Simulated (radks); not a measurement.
Values are calculated unless marked as measured or tabulated.
Q: The mean radii <r> (bohr) of the occupied orbitals of an atom or ion are listed with their occupations. Code: a radial shooting solver on a logarithmic mesh with Libxc functionals. Model: scalar-relativistic Kohn-Sham, r2SCAN, spin-polarised, spherical densities, finite nucleus; meta-GGA in the generalised Kohn-Sham scheme; Fermi nuclear charge, rms radius of each element as measured or else 0.836 A^(1/3) + 0.57 fm.

orbital  occ.     <r>
1s up       1  0.1997
1s down     1  0.1984
2s up       1   1.067
2s down     1   1.122
2p up       3   1.077

Name the element and its charge. Open shells, if any, are filled with parallel spins first.

A: Z = 8, oxygen, charge +1: O+ in [He] 2s2 2p3. The 1s radius gives Z: for a bare nucleus <r> = (2 gamma + 1)/(2Z) with gamma = sqrt(1 - (Z/c)^2), 0.1873 bohr for Z = 8, and screening makes it slightly larger (0.1997 here). The occupations add up to 7, and the charge is Z minus that.
